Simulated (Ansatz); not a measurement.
Start from `BB1CO1` and change one atom or group to get `[InH2][B]1CO1`.

Ansatz, PBE0-D4/def2-TZVP geometries, multiplicity 1. 

Elements past krypton have def2 core potentials.

```json
{"property": "LUMO energy (PBE/def2-TZVPP) / eV", "`BB1CO1`": "-3.17"}
{"property": "HOMO energy (PBE/def2-TZVPP) / eV", "`BB1CO1`": "-6.74"}
{"property": "HOMO energy (ωB97M-V/def2-TZVPP) / eV", "`BB1CO1`": "-10.20"}
{"property": "HOMO–LUMO gap (ωB97M-V/def2-TZVPP) / eV", "`BB1CO1`": "9.90"}
{"property": "ideal-gas entropy at 298 K and 1 bar (rigid rotor, harmonic PBE0-D4/def2-TZVP) / J/(mol·K)", "`BB1CO1`": "285"}
{"property": "LUMO energy (ωB97M-V/def2-TZVPP) / eV", "`BB1CO1`": "-0.30"}
```

(1) Give the same properties after the change, and the shifts. (An estimate is asked.)

## Answers

(1) The calculation gave: 
| property | `[InH2][B]1CO1` | shift |
| --- | --- | --- |
| LUMO energy (PBE/def2-TZVPP) / eV | -2.72 | 0.45 |
| HOMO energy (PBE/def2-TZVPP) / eV | -6.22 | 0.52 |
| HOMO energy (ωB97M-V/def2-TZVPP) / eV | -9.50 | 0.70 |
| HOMO–LUMO gap (ωB97M-V/def2-TZVPP) / eV | 8.98 | -0.92 |
| ideal-gas entropy at 298 K and 1 bar (rigid rotor, harmonic PBE0-D4/def2-TZVP) / J/(mol·K) | 331 | 46 |
| LUMO energy (ωB97M-V/def2-TZVPP) / eV | -0.52 | -0.22 |

With PBE0 the HOMO rises by 0.58 eV and the LUMO rises by 0.23 eV, so the gap narrows by about 0.35 eV. PBE moves the HOMO by 0.52 eV and ωB97M-V by 0.70 eV.
